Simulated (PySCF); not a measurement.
CH11NOSi3, SMILES O[SiH2]C[SiH2]N[SiH3]. Atoms are numbered in the order given.

```xyz
17

O      1.1150    -0.5776     1.5442
Si     2.0856     0.2975     0.5041
C      1.0142     1.0568    -0.8585
Si    -0.2213    -0.1583    -1.5805
N     -1.1690    -0.8471    -0.2473
Si    -2.2531     0.0519     0.8133
H      0.3379    -0.9503     1.0747
H      3.1217    -0.5564    -0.1490
H      2.7766     1.3445     1.3010
H      1.6534     1.4408    -1.6748
H      0.4620     1.9228    -0.4509
H      0.4666    -1.3107    -2.2246
H     -1.0851     0.5016    -2.6038
H     -1.4598    -1.8132    -0.4153
H     -2.3233    -0.6170     2.1387
H     -1.6920     1.4196     0.9477
H     -3.6372     0.1540     0.2673
```

Geometry optimised at TPSSh-D3(BJ)/def2-SVP. The structure was generated by enumeration, and PubChem lists no compound with its InChIKey, so it may never have been made. The values are those of a single conformer.

These are M06-2X/def2-TZVP in PySCF values and carry that method's errors.

```
Item                                                                                                            Value
---------------------------------------------------------------------------------------------  ----------------------
total energy                                                                                      -1043.24527 hartree
highest occupied level                                                                                       -9.03 eV
lowest empty level                                                                                            0.53 eV
orbital gap                                                                                                   9.56 eV
dipole moment                                                                                                  2.42 D
quadrupole, principal values (traceless, Buckingham form, about the centre of nuclear charge)  -10.11, 0.94, 9.18 D·Å
```
